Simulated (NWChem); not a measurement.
System: CuH; SMILES [CuH]

Input file for NWChem:

```
start job
memory heap 200 mb stack 900 mb global 1100 mb
geometry units angstroms noautoz
  Cu     0.000000     0.000000     0.073529
  H      0.000000     0.000000    -1.402798
end
basis spherical
  Cu library def2-qzvp
  H library def2-qzvp
end
dft
  xc xpbe96 cpbe96
  iterations 150
  mulliken
end
task dft gradient
```

Parts of the log:

```
             Northwest Computational Chemistry Package (NWChem) 7.3.0
             --------------------------------------------------------

 ORDER OF PRIMARY AXIS IS BEING SET TO 4
 C4V symmetry detected

                             Geometry "geometry" -> ""
                             -------------------------

 Output coordinates in angstroms (scale by  1.889725989 to convert to a.u.)

  No.       Tag          Charge          X              Y              Z
 ---- ---------------- ---------- -------------- -------------- --------------
    1 Cu                  29.0000     0.00000000     0.00000000     0.04921090
    2 H                    1.0000     0.00000000     0.00000000    -1.42711610

 Effective nuclear repulsion energy (a.u.)      10.3948110554

      Symmetry information
      --------------------

 Group name             C4v
 Group number             18
 Group order               8
 No. of unique centers     2

  pbe96 is a nonlocal functional; adding pw91lda local functional.

                                 NWChem DFT Module
                                 -----------------

 Summary of "ao basis" -> "ao basis" (spherical)
 ------------------------------------------------------------------------------
       Tag                 Description            Shells   Functions and Types
 ---------------- ------------------------------  ------  ---------------------
 Cu                        def2-qzvp                26       84   11s6p5d3f1g
 H                         def2-qzvp                10       30   4s3p2d1f

      Symmetry analysis of basis
      --------------------------

        a1         37
        a2          1
        b1         12
        b2         12
        e          52

            General Information
            -------------------
          SCF calculation type: DFT
          Wavefunction type:  closed shell.
          No. of atoms     :     2
          No. of electrons :    30
           Alpha electrons :    15
            Beta electrons :    15
          Charge           :     0
          Spin multiplicity:     1
          Use of symmetry is: on ; symmetry adaption is: on
          Maximum number of iterations: 150
          AO basis - number of functions:   114
                     number of shells:    36
          Convergence on energy requested:  1.00D-06
          Convergence on density requested:  1.00D-05
          Convergence on gradient requested:  5.00D-04

              XC Information
              --------------
          PerdewBurkeErnzerhof Exchange Functional  1.000
            Perdew 1991 LDA Correlation Functional  1.000 local
           PerdewBurkeErnz. Correlation Functional  1.000 non-local

             Grid Information
             ----------------
          Grid used for XC integration:  medium
          Radial quadrature: Mura-Knowles
          Angular quadrature: Lebedev.
          Tag              B.-S. Rad. Rad. Pts. Rad. Cut. Ang. Pts.
          ---              ---------- --------- --------- ---------
          Cu                  1.35      112          10.0       590
          H                   0.35       45          10.0       434
          Grid pruning is: on
          Number of quadrature shells:   157
          Spatial weights used:  Erf1

      Superposition of Atomic Density Guess
      -------------------------------------

 Sum of atomic energies:       -1639.45967911

      Non-variational initial energy
      ------------------------------

 Total energy =   -1639.091249
 1-e energy   =   -2304.338044
 2-e energy   =     654.851984
 HOMO         =      -0.453134
 LUMO         =      -0.090804

      Symmetry analysis of molecular orbitals - initial
      -------------------------------------------------

 !! scf_movecs_sym_adapt:   24 vectors were symmetry contaminated

  Symmetry fudging

 !! scf_movecs_sym_adapt:   24 vectors were symmetry contaminated

  Numbering of irreducible representations:

     1 a1          2 a2          3 b1          4 b2          5 e

  Orbital symmetries:

     1 a1          2 a1          3 a1          4 e           5 e
     6 a1          7 a1          8 e           9 e          10 a1
    11 e          12 e          13 b1         14 b2         15 a1
    16 a1         17 e          18 e          19 a1         20 a1
    21 e          22 e          23 a1         24 e          25 e

     ---------------------------------------------
      Total Density - Mulliken Population Analysis
     ---------------------------------------------

    Atom       Charge   Shell Charges
 -----------   ------   -------------------------------------------------------
    1 Cu  29    28.97   1.94 -0.04  0.17  1.02  0.81  0.37  1.20  0.52  0.52  0.37  0.12  6.00  5.70  0.30  0.03  0.01  0.00  6.03  2.64  1.14  0.14 -0.00  0.00  0.00  0.00
  0.00
    2 H    1     1.03   0.08  0.26  0.46  0.21  0.00  0.01  0.01  0.00  0.00  0.00

   convergence    iter        energy       DeltaE   RMS-Dens  Diis-err
 ---------------- ----- ----------------- --------- --------- ---------
 d= 0,ls=0.0,diis     1  -1640.6953161437 -1.65D+03  2.18D-01  5.96D+00
 d= 0,ls=0.0,diis     2  -1609.5778235053  3.11D+01  2.18D-01  1.76D+02
 d= 0,ls=0.0,diis     3  -1640.7690803830 -3.12D+01  2.90D-03  2.24D+00
 d= 0,ls=0.0,diis     4  -1640.8714832933 -1.02D-01  4.61D-03  1.34D-01
 d= 0,ls=0.0,diis     5  -1640.8497135541  2.18D-02  2.29D-03  4.51D-01
  Resetting Diis
 d= 0,ls=0.0,diis     6  -1640.8867922721 -3.71D-02  6.19D-04  6.50D-02
 d= 0,ls=0.0,diis     7  -1640.8905056915 -3.71D-03  4.19D-04  1.77D-03
 d= 0,ls=0.0,diis     8  -1640.8891441728  1.36D-03  3.13D-04  3.28D-02
 d= 0,ls=0.0,diis     9  -1640.8905918020 -1.45D-03  3.40D-05  6.47D-05
 d= 0,ls=0.0,diis    10  -1640.8905959695 -4.17D-06  1.28D-05  4.29D-06
 d= 0,ls=0.0,diis    11  -1640.8905967268 -7.57D-07  1.33D-06  2.03D-07

         Total DFT energy =    -1640.890596726815
      One electron energy =    -2307.611928653648
           Coulomb energy =      723.545876297896
    Exchange-Corr. energy =      -67.219355426467
 Nuclear repulsion energy =       10.394811055404

 Numeric. integr. density =       29.999986375659

                  Occupations of the irreducible representations
                  ----------------------------------------------

                     irrep           alpha         beta
                     --------     --------     --------
                     a1                7.0          7.0
                     a2                0.0          0.0
                     b1                1.0          1.0
                     b2                1.0          1.0
                     e                 6.0          6.0

                       DFT Final Molecular Orbital Analysis
                       ------------------------------------

 Vector   13  Occ=2.000000D+00  E=-2.113860D-01  Symmetry=b2
              MO Center=  3.7D-14,  2.8D-14,  5.1D-02, r^2= 4.1D-01
   Bfn.  Coefficient  Atom+Function         Bfn.  Coefficient  Atom+Function
  ----- ------------  ---------------      ----- ------------  ---------------
    30      0.664925  1 Cu d -2              35      0.286236  1 Cu d -2
    40      0.233559  1 Cu d -2              45      0.095681  1 Cu d -2

 Vector   14  Occ=2.000000D+00  E=-2.113855D-01  Symmetry=b1
              MO Center= -6.5D-15,  1.2D-14,  5.1D-02, r^2= 4.1D-01
   Bfn.  Coefficient  Atom+Function         Bfn.  Coefficient  Atom+Function
  ----- ------------  ---------------      ----- ------------  ---------------
    34      0.664926  1 Cu d  2              39      0.286235  1 Cu d  2
    44      0.233560  1 Cu d  2              49      0.095681  1 Cu d  2

 Vector   15  Occ=2.000000D+00  E=-1.991974D-01  Symmetry=a1
              MO Center= -5.2D-16,  4.7D-15, -1.4D-01, r^2= 1.5D+00
   Bfn.  Coefficient  Atom+Function         Bfn.  Coefficient  Atom+Function
  ----- ------------  ---------------      ----- ------------  ---------------
    32      0.504064  1 Cu d  0               9     -0.290597  1 Cu s
    37      0.215871  1 Cu d  0              42      0.178534  1 Cu d  0
     7      0.173552  1 Cu s                 10     -0.154955  1 Cu s
    87     -0.140377  2 H  s                 88     -0.118209  2 H  s
    11     -0.105766  1 Cu s                  8      0.098362  1 Cu s

 Vector   16  Occ=0.000000D+00  E=-1.050628D-01  Symmetry=a1
              MO Center=  2.5D-14,  7.1D-14,  5.6D-01, r^2= 3.6D+00
   Bfn.  Coefficient  Atom+Function         Bfn.  Coefficient  Atom+Function
  ----- ------------  ---------------      ----- ------------  ---------------
    10      0.394710  1 Cu s                  9      0.268334  1 Cu s
    11      0.251773  1 Cu s                 88     -0.240405  2 H  s
    87     -0.218699  2 H  s                 26      0.193166  1 Cu pz
    23      0.176880  1 Cu pz                17     -0.169675  1 Cu pz
    29      0.168231  1 Cu pz                32      0.164504  1 Cu d  0

 Vector   17  Occ=0.000000D+00  E=-2.604515D-02  Symmetry=e
              MO Center= -1.7D-14,  5.4D-15,  9.8D-02, r^2= 7.2D+00
   Bfn.  Coefficient  Atom+Function         Bfn.  Coefficient  Atom+Function
  ----- ------------  ---------------      ----- ------------  ---------------
    27      0.572726  1 Cu px                24      0.258387  1 Cu px
    28     -0.227057  1 Cu py                21      0.202780  1 Cu px
    15     -0.144689  1 Cu px                25     -0.102437  1 Cu py
    22     -0.080392  1 Cu py                16      0.057362  1 Cu py
    12      0.044266  1 Cu px                95      0.032342  2 H  px

[...]

                         DFT ENERGY GRADIENTS

    atom               coordinates                        gradient
                 x          y          z           x          y          z
   1 Cu      0.000000   0.000000   0.092995    0.000000   0.000000   0.000337
   2 H       0.000000   0.000000  -2.696858    0.000000   0.000000  -0.000337
```

Level: PBE/def2-QZVP. Geometry: optimised at PBE0/def2-SVP.
